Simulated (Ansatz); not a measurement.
Z-matrix (Å, degrees):
```
C
Al 1 1.970
H 1 1.096 2 110.0
H 1 1.095 2 112.7 3 -118.7
H 1 1.094 2 112.8 3 118.9
C 2 1.970 1 119.4 3 76.3
Se 2 2.710 1 97.7 3 -176.9
H 2 1.605 1 118.4 3 -80.4
H 6 1.095 2 112.5 1 42.6
H 6 1.096 2 110.2 1 -76.1
H 6 1.094 2 112.8 1 164.9
H 7 1.468 2 95.5 1 -170.7
H 7 1.470 2 98.5 1 -78.3
```

Charge 0, multiplicity 1.

(1) List the PBE0/def2-TZVPP orbital energies in eV (Ansatz). (An estimate is asked.)

## Answers

(1) The calculation gave: Occupied: -12363.03, -1585.83, -1526.37, -1422.86, -1422.83, -1422.78, -276.85, -276.83, -216.25, -159.83, -159.74, -159.57, -112.27, -72.38, -72.20, -72.18, -59.85, -59.82, -59.67, -59.60, -59.58, -21.21, -18.55, -18.30, -12.84, -11.54, -10.66, -10.62, -10.48, -10.38, -10.26, -8.22, -7.37, -7.25. Lowest empty: -0.79, -0.32, 0.69, 1.34, 1.45, 2.68, 2.75, 3.31.
